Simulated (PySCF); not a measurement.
C7H13F.
Z-matrix (Å and degrees, PBE0-D3(BJ)/def2-SVP geometry), rows numbered from 1:
```
C 
C   1  1.5200
C   2  1.5289  1  112.71
C   3  1.5051  2  114.35  1   177.23
C   4  1.5010  3  115.68  2    63.18
C   4  1.3428  3  120.10  2  -115.60
C   6  1.4876  4  127.70  3   178.86
F   7  1.3789  6  110.15  4   131.95
H   1  1.1020  2  111.24  3    59.66
H   1  1.1019  2  111.26  3   -59.92
H   1  1.1005  2  111.63  3   179.85
H   2  1.1038  1  109.96  3   121.56
H   2  1.1033  1  109.42  3  -122.41
H   3  1.1022  2  109.17  1    54.39
H   3  1.1066  2  108.55  1   -61.19
H   5  1.0981  4  113.07  3   164.98
H   5  1.1020  4  110.44  3    43.70
H   5  1.1029  4  111.09  3   -74.33
H   6  1.0966  4  118.38  3    -0.65
H   7  1.1022  6  112.39  4    10.84
H   7  1.1061  6  110.58  4  -109.49
```

All values: PBE0/pcSseg-1 (PySCF, non-relativistic), on one gas-phase PBE0-D3(BJ)/def2-SVP geometry that isn't relaxed in the solvent. The solvent is an IEF-PCM continuum (Bondi radii, 1.10 Å for H, scaled by 1.2). The model holds no explicit solvent molecules, cavitation or dispersion.

```json
{"run": "gas", "E − E(gas) (kcal/mol)": "0.00", "HOMO (eV)": "-7.12", "HOMO–LUMO gap (eV)": "7.32", "dipole (D)": "2.52"}
{"run": "P", "E − E(gas) (kcal/mol)": "-1.50", "HOMO (eV)": "-7.06", "HOMO–LUMO gap (eV)": "7.32", "dipole (D)": "2.74"}
{"run": "Q", "E − E(gas) (kcal/mol)": "-3.81", "HOMO (eV)": "-7.03", "HOMO–LUMO gap (eV)": "7.33", "dipole (D)": "3.10"}
```

Question: The runs were made in cyclohexane and water. Which run belongs to which solvent?

Answer: P = cyclohexane, Q = water. The dielectric constants are 2.017 (cyclohexane), 78.36 (water), and the energy falls further as ε rises. In this model the ground state sees the solvent through ε alone.

Question: How constant is the ratio of the lowering to (ε − 1)/(2ε + 1)?

Answer: 
```
    solvent  (ε − 1)/(2ε + 1)  E − E(gas) (kcal/mol)  ratio (kcal/mol)  polarisation term (kcal/mol)
cyclohexane             0.202                  -1.50              -7.4                         -1.57
      water             0.490                  -3.81              -7.8                         -4.31
```

The ratio changes by +4.8 % in size from cyclohexane to water. The polarisation term is half the interaction of the solute with the induced surface charges.
